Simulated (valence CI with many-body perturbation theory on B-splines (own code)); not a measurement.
Cs XV: M1 decay

Method: valence CI with perturbative core correlation (CI+MBPT): five valence electrons over a frozen Dirac-Fock core [Kr], radial functions for each j: 7 s, 7 p, 8 d, 6 f, 4 g, 1 h, with the one-electron correlation potential Σ1, the two-electron term Σ2, the three-electron term Σ3, Breit, model QED; selected CI, second order for the rest, scaled by the run's own slope (own B-spline code, finite nucleus).

No measured levels were compared; by estimate terms of the open shell hold to 2 to 4 % of their energy, and close levels can change places. Among the levels kept, up to 1200 cm⁻¹ of a level comes from second order outside the variational space, and about a tenth of that is noise between levels of different J, which matters for small intervals. Excitations out of the core, of the other parity, are not computed and may begin above about 65.6 eV (a cautious bound); beyond it only levels of the ground parity were kept, without lifetimes.

Lines 51 to 100 of 120 in falling wavelength, among levels below 65.60 eV, chosen from the decays that carry over 1 % of a level's rate. Wavelengths and rates use the calculated energies, so an error of 2000 cm⁻¹ moves a line at 4161 Å by 8.3 % and its rate by three times that or more. Weak lines are less certain than strong ones. Lines between different terms over intervals too small for the method are left out, as are lines whose strength nearly cancels. Where a level lies close to another of its J and parity, the split of strength between their lines is uncertain.

Names give the largest LS component (configuration and term), which can be under half, so a name can repeat, a term be missing and a line seem to break the LS rules; names also repeat where a configuration has a term twice. Letters in brackets count levels of one name in rising energy.

```
λ vac (Å)           Upper           Lower  Type   A (s⁻¹)  Branch %
     4161      4d⁵ ⁴D_7/2  4d⁵ ⁴G_5/2 [a]    M1  1.00e+00       1.2
     4113  4d⁵ ²F_5/2 [b]      4d⁵ ⁴P_3/2    M1  1.22e+01       2.5
     4103  4d⁵ ²D_3/2 [a]      4d⁵ ⁴P_3/2    M1  5.58e+01      21.1
     3717  4d⁵ ²F_7/2 [a]      4d⁵ ⁴G_7/2    M1  3.24e+00       5.4
     3695  4d⁵ ²D_3/2 [a]      4d⁵ ⁴D_1/2    M1  3.54e+01      13.4
     3620     4d⁵ ²I_13/2     4d⁵ ⁴G_11/2    M1  1.42e+01      85.2
     3605  4d⁵ ²G_9/2 [a]     4d⁵ ⁴G_11/2    M1  4.34e+01      42.8
     3605      4d⁵ ²S_1/2      4d⁵ ⁴F_3/2    M1  8.09e+00       1.7
     3602      4d⁵ ⁴F_7/2  4d⁵ ²G_9/2 [a]    M1  1.16e+02      33.4
     3531      4d⁵ ⁴F_5/2      4d⁵ ⁴D_7/2    M1  2.53e+01       4.2
     3489      4d⁵ ⁴F_3/2      4d⁵ ⁴D_3/2    M1  1.88e+02      47.0
     3485      4d⁵ ⁴D_5/2  4d⁵ ⁴G_5/2 [a]    M1  5.58e+01      16.7
     3452      4d⁵ ²H_9/2      4d⁵ ⁴D_7/2    M1  2.19e+01       4.9
     3354  4d⁵ ²G_9/2 [a]      4d⁵ ⁴G_7/2    M1  4.04e+01      39.8
     3336     4d⁵ ²H_11/2  4d⁵ ²G_9/2 [a]    M1  5.37e+01       8.0
     3323     4d⁵ ²H_11/2     4d⁵ ²I_13/2    M1  8.35e+01      12.4
     3280  4d⁵ ²F_5/2 [a]  4d⁵ ⁴G_5/2 [b]    M1  3.69e+02      69.5
     3260      4d⁵ ⁴F_7/2  4d⁵ ²F_7/2 [a]    M1  6.50e+01      18.7
     3211  4d⁵ ²G_7/2 [a]      4d⁵ ⁴D_7/2    M1  9.75e+00       8.2
     3201  4d⁵ ²F_5/2 [b]      4d⁵ ⁴D_5/2    M1  4.31e+01       9.0
     3195  4d⁵ ²D_3/2 [a]      4d⁵ ⁴D_5/2    M1  7.30e+01      27.6
     3165  4d⁵ ²F_5/2 [a]      4d⁵ ⁴D_3/2    M1  2.71e+01       5.1
     3042      4d⁵ ²S_1/2      4d⁵ ⁴P_3/2    M1  7.07e+01      14.8
     2944  4d⁵ ²F_5/2 [a]      4d⁵ ⁴G_7/2    M1  4.76e+01       8.9
     2921  4d⁵ ²F_7/2 [b]      4d⁵ ⁴D_5/2    M1  6.22e+01      10.5
     2863  4d⁵ ⁴G_5/2 [a]      4d⁵ ⁶S_5/2    M1  1.71e+02     100.0
     2812      4d⁵ ²S_1/2      4d⁵ ⁴D_1/2    M1  9.51e+00       2.0
     2807      4d⁵ ⁴P_3/2  4d⁵ ⁴G_5/2 [a]    M1  1.50e+01       4.5
     2785  4d⁵ ²F_5/2 [b]      4d⁵ ⁴D_7/2    M1  1.04e+02      21.7
     2737     4d⁵ ²H_11/2     4d⁵ ²I_11/2    M1  3.33e+02      49.4
     2730  4d⁵ ²F_7/2 [a]  4d⁵ ⁴G_5/2 [a]    M1  7.75e+00      12.9
     2685  4d⁵ ²G_9/2 [b]     4d⁵ ²I_11/2    M1  5.96e+01      22.2
     2571  4d⁵ ²F_7/2 [b]      4d⁵ ⁴D_7/2    M1  1.98e+02      33.6
     2554      4d⁵ ²H_9/2      4d⁵ ⁴G_9/2    M1  2.12e+02      47.6
     2554      4d⁵ ⁴F_5/2  4d⁵ ⁴G_5/2 [b]    M1  1.37e+02      22.8
     2453      4d⁵ ⁴F_3/2  4d⁵ ⁴G_5/2 [a]    M1  1.60e+02      39.9
     2427      4d⁵ ²H_9/2     4d⁵ ⁴G_11/2    M1  7.87e+01      17.7
     2420  4d⁵ ²G_7/2 [a]      4d⁵ ⁴G_9/2    M1  5.46e+01      45.7
     2415  4d⁵ ²D_3/2 [a]      4d⁵ ⁴P_1/2    M1  4.88e+00       1.8
     2382  4d⁵ ²G_7/2 [a]  4d⁵ ⁴G_5/2 [b]    M1  3.62e+00       3.0
     2346      4d⁵ ⁴F_5/2      4d⁵ ⁴G_7/2    M1  1.09e+02      18.1
     2311      4d⁵ ⁴F_7/2      4d⁵ ⁴D_7/2    M1  3.39e+01       9.8
     2310      4d⁵ ²H_9/2      4d⁵ ⁴G_7/2    M1  8.89e+01      20.0
     2289  4d⁵ ²F_5/2 [a]  4d⁵ ⁴G_5/2 [a]    M1  1.96e+01       3.7
     2239      4d⁵ ⁴G_7/2      4d⁵ ⁶S_5/2    M1  9.58e+00      32.4
     2165  4d⁵ ²G_9/2 [b]      4d⁵ ⁴D_7/2    M1  9.24e+01      34.4
     2139  4d⁵ ²F_5/2 [b]  4d⁵ ⁴G_5/2 [b]    M1  9.66e+01      20.2
     2127      4d⁵ ⁴D_3/2      4d⁵ ⁶S_5/2    M1  2.99e+02      92.5
     2090  4d⁵ ²F_5/2 [b]      4d⁵ ⁴D_3/2    M1  3.67e+01       7.7
     2088  4d⁵ ²D_3/2 [a]      4d⁵ ⁴D_3/2    M1  2.03e+01       7.7
```
